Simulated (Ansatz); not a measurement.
`C[NH2+][AlH-]([CH3])[CH3]` at its PBE0-D4/def2-TZVP geometry, where that method's forces vanish. Total charge 0; spin multiplicity 1.

```xyz
17

C     0.7453    1.5231   -1.0006
N     0.7221    1.1657    0.4243
Al   -0.2324   -0.6027    0.8852
C     0.8514   -1.9176   -0.1211
C    -2.0726   -0.2423    0.2529
H     1.2630    2.4670   -1.1852
H     1.2411    0.7267   -1.5542
H    -0.2802    1.5991   -1.3600
H     0.2688    1.8955    0.9658
H     1.6679    1.0936    0.7873
H     0.0094   -0.5368    2.4800
H     0.5540   -2.9384    0.1439
H     1.9233   -1.8481    0.0984
H     0.7322   -1.8365   -1.2074
H    -2.4949    0.6816    0.6652
H    -2.1516   -0.1817   -0.8384
H    -2.7467   -1.0482    0.5640
```

What forces (eV/Å) does B3LYP-D4/def2-TZVPP give on these atoms in the Gaussian-basis code of Ansatz? (An estimate is asked.)

Computed: 
```
C1  -0.001  0.075 -0.347
N2   0.018 -0.025  0.253
Al3  0.004 -0.029  0.163
C4   0.020 -0.056 -0.024
C5  -0.062 -0.009 -0.014
H6  -0.030 -0.052  0.003
H7  -0.027  0.060  0.024
H8   0.068  0.005  0.012
H9   0.016  0.002  0.007
H10 -0.005  0.014  0.010
H11 -0.020 -0.013 -0.094
H12  0.020  0.033 -0.019
H13 -0.037 -0.006 -0.019
H14  0.017 -0.008  0.043
H15  0.009 -0.032 -0.025
H16 -0.006  0.005  0.046
H17  0.015  0.037 -0.018
```

B3LYP here is the variant with VWN-RPA as its local correlation; programs differ in this.
